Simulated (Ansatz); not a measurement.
Species: C₂H₆FSi, net charge 0, doublet state. It need not be the lowest isomer of its formula. 
Geometry from a B3LYP-D3(BJ)/def2-TZVP (Ansatz, a first-principles code) optimisation:
```
Si
F 1 1.6217
C 1 1.8758 2 107.19
H 3 1.0904 1 111.49 2 60.84
H 3 1.0918 4 108.31 1 -121.75
H 3 1.0947 4 108.31 5 -117.38
C 1 1.8758 2 107.19 3 -120.33
H 7 1.0904 1 111.49 2 -60.84
H 7 1.0918 8 108.31 1 121.75
H 7 1.0947 8 108.31 9 117.38
```
Charge 0, spin multiplicity 2.

Parts of the frozen-core correlation energy in def2-QZVPP (Ansatz, hartree). Frozen orbitals: 8; correlated occupied orbitals by spin: 13 and 12; virtual: 400 and 401. UHF or UKS for open shells. No spin-orbit coupling. Non-relativistic.

```
term                            value
-------------------------  ----------
reference (HF)             -467.75506
MP2 opposite-spin            -0.58963
MP2 same-spin                -0.17198
CCSD correlation             -0.79123
(T)                          -0.02922
T1 diagnostic                   0.012
largest doubles amplitude       0.016
<S^2> of the reference          0.753
```
